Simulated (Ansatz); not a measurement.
Calculated with Ansatz (gas phase, PBE0-D4/def2-TZVP geometries, no zero-point term in ΔE). CCSD(T)/CBS is the MP2 limit (def2-TZVPP, def2-QZVPP) plus CCSD(T) − MP2 in def2-TZVPP, frozen cores. This one scheme is used for every species, atoms too. Functionals use def2-TZVPP. No spin–orbit coupling; open shells (•) take unrestricted orbitals. Spin–orbit coupling would lower the free atoms: a little for Cl. def2 core potentials past Kr. Bonds to In are less sure, by a few kJ/mol each and by 10 to 20 or more in all where they break to atoms, as the def2 sets lack core-valence functions. One conformer a species, not always the lowest.

Reaction (homolysis of the Cl–In bond): `C[CH2][In]([NH2])[Cl]` → Cl• + `C[CH2][In][NH2]`•

```tsv
level	ΔE (kJ/mol)	difference from CCSD(T)/CBS
PBE-D4	406.8	-17.6
r2SCAN-D4	407.6	-16.8
ωB97X-V	424.4	0.0
B2PLYP	399.8	-24.6
PBE0	406.3	-18.1
HF/def2-TZVPP	315.4	-109.0
HF/def2-QZVPP	315.4	-109.0
MP2/def2-QZVPP	439.7	15.3
HF/CBS(def2)	315.4	-109.0
CCSD/CBS(def2)	415.6	-8.8
CCSD(T)/CBS	424.4	0
```

Largest T1 diagnostic among the species: 0.017.

The D4 term adds +5.8 kJ/mol with B3LYP and +3.4 kJ/mol with PBE0; it sums over pairs of atoms, weighted by their polarisabilities, and B3LYP, whose exchange is more repulsive, gets the larger term. In def2-TZVPP, CCSD(T) changes the Hartree–Fock value by +90.0 kJ/mol (the triples alone add +8.8 kJ/mol) and MP2 by +113.4 kJ/mol; breaking electron pairs costs correlation energy, which Hartree–Fock lacks.

B3LYP here is the variant with VWN-RPA as its local correlation; programs differ in this.

CCSD(T)/CBS has its own doubt, a few kJ/mol and more with outer-core shells, so smaller differences from it don't rank the levels.
